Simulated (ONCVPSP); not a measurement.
## Varying the ONCV potential for arsenic (As)

Base potential:

ONCVPSP 4.0.1 input, shortened (lines: element, Z, core and valence counts, functional; n l f; lmax; l rc ep ncon nbas qcut; lloc lpopt rc5 dvloc0; l nproj debl; icmod fcfact rcfact), Wu-Cohen, scalar-relativistic:

```
  As 33.00    6    2  -118130      upf
    1    0    2.00
    2    0    2.00
    2    1    6.00
    3    0    2.00
    3    1    6.00
    3    2   10.00
    4    0    2.00
    4    1    2.00
    2
    0    1.70    0.00    5    8    3.50
    1    1.50    0.00    3    6    5.90
    2    1.90    0.10    3    7    5.90
    4    5    1.30    0.00
    0    3    2.90
    1    2    0.80
    2    1    3.10
    3    4.75    1.30
```

Cutoffs, loose and tight: the cutoffs (Ha) at which the residual kinetic energy of the hardest occupied pseudo-wave falls to 1 and 0.1 mHa per electron. They do not see the model core or the augmentation charge, which bear on the density cutoff. Test errors are all-electron minus pseudo excitation energies from the reference, over the configurations 4s2 4p3; 4s2 4p1; 4s2 4p0; 4s2 4p2.5. A dash means not determined; rows that change the core or the reference have their own tests.

A true bound ghost makes a file unfit for plane-wave use even where its test errors are small: the radial tests pick states by their node count and pass the ghost by.

| change | outcome | cutoff, loose | cutoff, tight | bound ghosts | GHOST(+) flags above zero | largest test error (meV) |
| --- | --- | --- | --- | --- | --- | --- |
| base | generated | 36 Ha | 50 Ha | none | s | -49 |
| all radii but the core radius scaled by about 0.77 (s 1.32, p 1.16, d 1.46 bohr); local potential polynomial inside 1.00 bohr (lpopt 5, dvloc0 0 Ha) | generated | 98 Ha | 129 Ha | s, p | s, p | -64 |
| all radii but the core radius scaled by about 0.84 (s 1.44, p 1.26, d 1.60 bohr); local potential polynomial inside 1.10 bohr (lpopt 5, dvloc0 0 Ha) | generated | – | – | s, p | s | -64 |
| all radii but the core radius scaled by about 0.88 (s 1.50, p 1.32, d 1.68 bohr); local potential polynomial inside 1.16 bohr (lpopt 5, dvloc0 0 Ha) | generated | 28 Ha | 86 Ha | s, p | s | -60 |
| all radii but the core radius scaled by about 1.09 (s 1.84, p 1.64, d 2.06 bohr); local potential polynomial inside 1.42 bohr (lpopt 5, dvloc0 0 Ha) | generated | 34 Ha | 45 Ha | none | s | -45 |
| all radii but the core radius scaled by about 1.13 (s 1.92, p 1.70, d 2.14 bohr); local potential polynomial inside 1.48 bohr (lpopt 5, dvloc0 0 Ha) | generated | 32 Ha | 42 Ha | none | s | -43 |
| all radii but the core radius scaled by about 1.19 (s 2.02, p 1.78, d 2.26 bohr); local potential polynomial inside 1.54 bohr (lpopt 5, dvloc0 0 Ha) | generated | 29 Ha | 38 Ha | none | s | -41 |
| all radii but the core radius scaled by about 1.28 (s 2.18, p 1.92, d 2.42 bohr); local potential polynomial inside 1.66 bohr (lpopt 5, dvloc0 0 Ha) | generated | 23 Ha | 32 Ha | none | s | -41 |
| all radii but the core radius scaled by about 1.32 (s 2.24, p 1.98, d 2.50 bohr); local potential polynomial inside 1.72 bohr (lpopt 5, dvloc0 0 Ha) | generated | 21 Ha | 31 Ha | none | s | -40 |

Reading the sweep of the scale of all radii but the core radius (base = 1) (base included, trends over the rows without a ghost): The loose cutoff falls from 36 Ha at 1 to 21 Ha at 1.32. A larger radius leaves more room for a smooth pseudo-wave, so fewer plane waves are needed; a smaller one forces it to follow the all-electron wave where it bends sharply. The median size of the test errors (rows with all tests solved) falls from 4.5 meV at 1 to 3.4 meV at 1.32. This runs against the usual rule that a larger radius transfers worse; these runs do not show why. Bound ghosts are found at 0.77, 0.84, 0.88.
